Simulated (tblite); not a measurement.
Species: C6H11GaGe.
Bonds: C1–C2 (double), C2–C3, C3–C4 (triple), C4–Ga5, Ga5–C6, C6–C7, C7–Ge8. Hydrogens: H9, H10 on C1; H11 on C2; H12 on Ga5; H13, H14 on C6; H15, H16 on C7; H17, H18, H19 on Ge8.

Computed with GFN2-xTB (tblite), gas phase: L-BFGS steps from a force-field or distance-geometry start until the largest atomic force falls under 0.01 eV/Å.

Step 61: E = -582.9776 eV
```
atom  x, y, z in Å  |  force x, y, z in eV/Å
C1      3.5171    2.2439    0.1394    0.009   0.000  -0.007
C2      3.5941    0.9894   -0.2947   -0.019  -0.006   0.002
C3      2.5878    0.0239   -0.0669   -0.003   0.017   0.019
C4      1.7147   -0.8025    0.1315    0.066   0.002   0.005
Ga5     0.3917   -2.2269    0.4300    0.030  -0.019   0.012
C6     -1.5549   -1.7439    0.0131    0.007  -0.004   0.028
C7     -1.6330   -0.2308    0.2281   -0.002   0.051  -0.003
Ge8    -3.3294    0.6117   -0.3771    0.101  -0.027   0.016
H9      2.6684    2.6008    0.7012    0.011  -0.044  -0.026
H10     4.3015    2.9575   -0.0501    0.006  -0.026  -0.005
H11     4.4533    0.6353   -0.8558   -0.038   0.049   0.029
H12     1.0358   -3.5725    0.9921   -0.063   0.021  -0.039
H13    -1.8007   -1.9899   -1.0273   -0.020  -0.007   0.017
H14    -2.2691   -2.2766    0.6487   -0.032  -0.008   0.001
H15    -0.7980    0.2506   -0.2957   -0.027   0.029  -0.035
H16    -1.4990    0.0008    1.2909    0.007   0.008  -0.026
H17    -4.0212   -0.2182   -1.4159    0.038   0.015   0.015
H18    -3.0806    1.9708   -0.9589   -0.052  -0.032   0.018
H19    -4.2885    0.7859    0.7598   -0.019  -0.019  -0.023
```

Step 62: E = -582.9791 eV
```
atom  x, y, z in Å  |  force x, y, z in eV/Å
C1      3.5209    2.2463    0.1455    0.018   0.020   0.000
C2      3.5957    0.9907   -0.2856   -0.014  -0.001  -0.010
C3      2.5822    0.0296   -0.0716    0.036   0.054   0.015
C4      1.7021   -0.7922    0.1112    0.024  -0.040   0.022
Ga5     0.3890   -2.2242    0.4234    0.013  -0.017   0.005
C6     -1.5665   -1.7526    0.0232    0.034   0.014   0.040
C7     -1.6309   -0.2351    0.2114    0.042   0.037   0.002
Ge8    -3.3270    0.6110   -0.3760    0.037  -0.010   0.003
H9      2.6677    2.6096    0.6977    0.032  -0.048  -0.042
H10     4.3139    2.9540   -0.0368   -0.029  -0.046   0.009
H11     4.4608    0.6327   -0.8353   -0.041   0.043   0.027
H12     1.0495   -3.5621    0.9843   -0.063   0.015  -0.037
H13    -1.8276   -2.0157   -1.0085   -0.021  -0.011   0.000
H14    -2.2749   -2.2695    0.6778   -0.024  -0.008   0.009
H15    -0.8000    0.2300   -0.3332   -0.032   0.031  -0.055
H16    -1.4731    0.0157    1.2662   -0.005   0.004   0.000
H17    -4.0232   -0.2039   -1.4244    0.044   0.012   0.022
H18    -3.0833    1.9773   -0.9435   -0.048  -0.032   0.027
H19    -4.2851    0.7677    0.7664   -0.001  -0.019  -0.038
```

Step 63: E = -582.9807 eV
```
atom  x, y, z in Å  |  force x, y, z in eV/Å
C1      3.5231    2.2484    0.1500    0.016   0.000  -0.001
C2      3.5956    0.9913   -0.2772   -0.009   0.032  -0.012
C3      2.5792    0.0329   -0.0726    0.028   0.051   0.019
C4      1.6966   -0.7891    0.0946   -0.003  -0.057   0.035
Ga5     0.3873   -2.2220    0.4183   -0.013  -0.014  -0.004
C6     -1.5742   -1.7560    0.0321    0.053   0.004   0.037
C7     -1.6284   -0.2365    0.2005    0.054   0.015  -0.007
Ge8    -3.3233    0.6095   -0.3738   -0.041   0.003  -0.009
H9      2.6691    2.6161    0.6967    0.016  -0.034  -0.034
H10     4.3208    2.9501   -0.0313   -0.021  -0.026   0.016
H11     4.4633    0.6320   -0.8192   -0.005   0.022   0.001
H12     1.0559   -3.5548    0.9758   -0.057  -0.003  -0.029
H13    -1.8470   -2.0299   -0.9929   -0.018  -0.022  -0.026
H14    -2.2807   -2.2607    0.6976   -0.014  -0.012   0.027
H15    -0.8030    0.2160   -0.3597    0.003   0.051  -0.095
H16    -1.4520    0.0269    1.2468   -0.007   0.022   0.076
H17    -4.0197   -0.1951   -1.4292    0.043  -0.002   0.016
H18    -3.0880    1.9792   -0.9331   -0.039  -0.011   0.032
H19    -4.2846    0.7510    0.7690    0.015  -0.017  -0.043
```

Question: Estimate the geometry and energy of step 64. (The exact step hangs on the optimiser's Hessian estimate; all steps are aligned on step 63, rigid shifts and turns removed.)

Answer: E = -582.9816 eV, largest force 0.127 eV/Å
```
atom  x, y, z in Å  |  force x, y, z in eV/Å
C1      3.5287    2.2508    0.1596    0.010   0.015   0.006
C2      3.5945    0.9931   -0.2657   -0.002   0.014  -0.021
C3      2.5657    0.0437   -0.0820   -0.010   0.005   0.026
C4      1.6733   -0.7728    0.0638    0.036  -0.031   0.041
Ga5     0.3816   -2.2196    0.4105   -0.024   0.006  -0.014
C6     -1.5898   -1.7660    0.0507    0.027   0.037   0.026
C7     -1.6204   -0.2387    0.1773    0.124  -0.022   0.012
Ge8    -3.3188    0.6076   -0.3724   -0.100   0.016  -0.002
H9      2.6666    2.6282    0.6872    0.033  -0.020  -0.038
H10     4.3415    2.9399   -0.0055   -0.049  -0.023   0.028
H11     4.4717    0.6269   -0.7869   -0.007   0.002  -0.009
H12     1.0785   -3.5406    0.9591   -0.057  -0.015  -0.023
H13    -1.8839   -2.0650   -0.9636    0.000   0.002   0.032
H14    -2.2934   -2.2461    0.7412    0.054   0.035  -0.009
H15    -0.8029    0.1870   -0.4205   -0.070   0.013  -0.039
H16    -1.4107    0.0540    1.2127   -0.015  -0.006  -0.005
H17    -4.0163   -0.1787   -1.4400    0.042  -0.015   0.009
H18    -3.0964    1.9877   -0.9099   -0.032  -0.001   0.041
H19    -4.2795    0.7180    0.7766    0.040  -0.014  -0.062
```

The energy changes by -0.0009 eV. The first-order estimate −F·Δx gives -0.0026 eV and the mean of the old and new forces, exact on a quadratic surface, -0.0007 eV. The step makes an angle of 86° with the force vector and moves no atom by more than 0.067 Å.

What follows is the cost of the whole relaxation. Time: 1.7 s wall. Hardware: one thread of an Arm Neoverse N1, shared host with 64 logical CPUs at a one-minute load of 56.
